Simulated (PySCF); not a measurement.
C₂H₄BF₃, SMILES FCB(F)CF. Atoms are numbered in the order given.

```xyz
10

F     -0.5973     2.2438     0.0000
C     -0.8330     0.8785     0.0000
B      0.4723    -0.0014     0.0000
F      1.6833     0.5627     0.0000
C      0.3883    -1.5790     0.0000
F     -0.9327    -2.0274     0.0000
H     -1.4581     0.5937     0.8826
H     -1.4581     0.5937    -0.8826
H      0.9220    -1.9946    -0.8893
H      0.9220    -1.9946     0.8893
```
Charge 0, spin multiplicity 1.

The structure is a stationary point at PBE-D3(BJ)/def2-SVP. This is a generated structure with no PubChem entry under its InChIKey; it may be hypothetical. Other conformers were not sampled.

Method: PBE-D3(BJ)/def2-SVP in PySCF 2.14.0.

Harmonic, unscaled wavenumbers; measured fundamentals usually lie a few per cent lower.

| mode | ν (cm⁻¹) | IR (km/mol) | moving atoms (share of kinetic energy) |
|---|---|---|---|
| 1 | 92 | 10.7 | H 36 %, F 31 %, C 31 % |
| 2 | 100 | 2.7 | H 37 %, F 35 %, C 28 % |
| 3 | 129 | 4.0 | F 79 %, C 8 % |
| 4 | 216 | 2.8 | F 89 %, C 9 % |
| 5 | 322 | 1.1 | H 46 %, B 42 %, F 10 % |
| 6 | 413 | 3.3 | F 69 %, C 19 % |
| 7 | 511 | 18.7 | C 47 %, F 31 %, H 12 %, B 11 % |
| 8 | 592 | 0.0 | H 68 %, C 30 % |
| 9 | 709 | 1.6 | C 53 %, F 27 %, H 18 % |
| 10 | 897 | 13.7 | B 39 %, H 30 %, C 28 % |
| 11 | 1034 | 124.4 | C 45 %, F 29 %, B 20 % |
| 12 | 1064 | 77.1 | C 46 %, F 39 %, H 11 % |
| 13 | 1121 | 17.5 | H 47 %, B 29 %, F 13 %, C 10 % |
| 14 | 1188 | 0.0 | H 91 % |
| 15 | 1198 | 2.2 | H 91 % |
| 16 | 1250 | 51.5 | H 55 %, C 20 %, B 16 %, F 9 % |
| 17 | 1334 | 83.1 | H 55 %, C 29 %, B 15 % |
| 18 | 1365 | 42.7 | H 66 %, B 17 %, C 14 % |
| 19 | 1376 | 16.5 | H 85 %, C 10 % |
| 20 | 1397 | 92.1 | B 43 %, H 32 %, C 14 %, F 11 % |
| 21 | 2922 | 16.3 | H 95 % |
| 22 | 2928 | 17.7 | H 95 % |
| 23 | 2957 | 10.4 | H 91 %, C 9 % |
| 24 | 2971 | 14.8 | H 91 %, C 9 % |
